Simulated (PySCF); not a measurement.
Frontier levels across methods

C₄H₈OSi.
Atom-mapped SMILES: `[SiH3:1][O:2][C:3]1=[CH:4][CH2:5][CH2:6]1` (hydrogens: H7, H8, H9 on Si1; H10 on C4; H11, H12 on C5; H13, H14 on C6)

Structure used (PBE0-D3(BJ)/def2-SVP), in Å, numbered top down from 1:
```xyz
14
C4H8OSi angstrom
Si     2.3925   -0.1362    0.4523
O      0.9143    0.6564    0.2717
C     -0.2600    0.0190    0.2061
C     -0.6831   -1.2585    0.2652
C     -2.1297   -0.8499    0.0859
C     -1.6199    0.6227    0.0202
H      2.6088   -1.0732   -0.6891
H      2.4081   -0.9018    1.7333
H      3.4193    0.9366    0.4618
H     -0.1930   -2.2261    0.3915
H     -2.7983   -1.0593    0.9374
H     -2.6175   -1.2012   -0.8387
H     -1.9634    1.2768    0.8377
H     -1.7831    1.1355   -0.9414
```

Basis pcSseg-1 throughout (PySCF), one geometry. Isolated species at its PBE0-D3(BJ)/def2-SVP geometry (one conformer only).

How do the orbital energies, the gap and the dipole change with the method?

| method | kind | HOMO (eV) | LUMO (eV) | gap (eV) | μ (D) | SCF cycles |
| --- | --- | --- | --- | --- | --- | --- |
| BLYP | GGA | -5.20 | -0.48 | 4.72 | 0.60 | 15 |
| B97-D | GGA | -5.31 | -0.44 | 4.87 | 0.59 | 16 |
| OPBE | GGA | -5.32 | -0.43 | 4.89 | 0.59 | 16 |
| PBE | GGA | -5.35 | -0.64 | 4.71 | 0.58 | 15 |
| KT2 | GGA | -5.38 | -0.77 | 4.60 | 0.58 | 16 |
| KT3 | GGA | -5.38 | -0.64 | 4.74 | 0.62 | 16 |
| BP86 | GGA | -5.46 | -0.67 | 4.79 | 0.56 | 15 |
| LDA | LDA | -5.50 | -0.90 | 4.60 | 0.58 | 15 |
| B97-2 | global hybrid | -6.25 | 0.29 | 6.53 | 0.63 | 13 |
| B3LYP | global hybrid | -6.27 | 0.06 | 6.33 | 0.64 | 14 |
| PBE0 | global hybrid | -6.49 | 0.25 | 6.74 | 0.62 | 14 |
| mPW1PW91 | global hybrid | -6.52 | 0.28 | 6.80 | 0.63 | 14 |
| BHandHLYP | global hybrid | -7.48 | 1.19 | 8.67 | 0.68 | 13 |
| CAM-B3LYP | range-separated hybrid | -7.78 | 1.31 | 9.09 | 0.65 | 13 |
| wB97X-D | range-separated hybrid | -8.32 | 2.08 | 10.39 | 0.63 | 14 |
| HF | Hartree–Fock | -8.97 | 3.52 | 12.49 | 0.67 | 10 |
| LC-wPBE | range-separated hybrid | -9.12 | 2.51 | 11.63 | 0.63 | 14 |

The HOMO spans 3.92 eV, from BLYP down to LC-wPBE, and the gap runs from 4.60 eV (LDA) to 12.49 eV (HF). Over the methods BLYP (0 %), B97-D (0 %), OPBE (0 %), PBE (0 %), KT2 (0 %), KT3 (0 %), BP86 (0 %), LDA (0 %), B97-2 (21 %), B3LYP (20 %), PBE0 (25 %), mPW1PW91 (25 %), BHandHLYP (50 %), HF (100 %), a straight line through the gap against the share of exact exchange rises by 0.78 eV for each 10 % (correlation coefficient 0.999). The dipole ranges from 0.56 D (BP86) to 0.68 D (BHandHLYP). This basis has no diffuse functions.
